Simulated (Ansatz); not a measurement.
Basis sets compared for Ge(vinyl)3(NHtBu) (C10H19GeN). The state is a singlet with charge 0. Geometry PBE-D4/def2-SVP. Ansatz on 4 threads of Intel Xeon on a shared host; times are rough, and most runs start from earlier orbitals.

```xyz
31

Ge    1.219   -0.088    0.174
C     2.532   -0.500   -1.218
C     3.476    0.354   -1.656
H     2.495   -1.522   -1.643
H     3.561    1.381   -1.259
H     4.207    0.069   -2.434
C     1.279    1.833    0.594
C     1.220    2.806   -0.336
H     1.372    2.120    1.658
H     1.125    2.580   -1.413
H     1.255    3.877   -0.070
C     1.610   -1.111    1.796
C     0.989   -2.271    2.078
H     2.399   -0.737    2.475
H     0.207   -2.667    1.405
H     1.229   -2.869    2.975
N    -0.377   -0.739   -0.528
C    -1.740   -0.280   -0.205
C    -2.135    0.946   -1.058
C    -2.707   -1.444   -0.501
C    -1.825    0.084    1.286
H    -0.285   -0.917   -1.535
H    -3.175    1.274   -0.850
H    -1.456    1.797   -0.853
H    -2.068    0.705   -2.140
H    -2.641   -1.747   -1.567
H    -3.760   -1.160   -0.297
H    -2.450   -2.326    0.118
H    -1.166    0.943    1.529
H    -1.529   -0.770    1.925
H    -2.860    0.378    1.551
```

Binding counts from free atoms (Ge triplet, C triplet, H doublet, N quartet) in the same basis, without a counterpoise term.

```json
{"level": "PBE-D4/def2-SVP", "functions": "281", "energy (Eh)": "-2522.7122", "HOMO (eV)": "-4.87", "LUMO (eV)": "-1.46", "binding per atom (eV)": "4.32", "wall time": "4.7 s"}
{"level": "PBE0-D4/def2-SVP", "functions": "281", "energy (Eh)": "-2522.8347", "HOMO (eV)": "-6.23", "LUMO (eV)": "-0.53", "binding per atom (eV)": "4.26", "wall time": "9 s"}
```

(1) Estimate the rows for PBE-D4/def2-TZVP, PBE0-D4/def2-TZVP.

Answers

(1) 
```csv
level,functions,energy (Eh),HOMO (eV),LUMO (eV),binding per atom (eV),wall time
PBE-D4/def2-TZVP,503,-2523.4606,-5.03,-1.63,4.28,10 s
PBE0-D4/def2-TZVP,503,-2523.5719,-6.34,-0.68,4.21,24 s
```
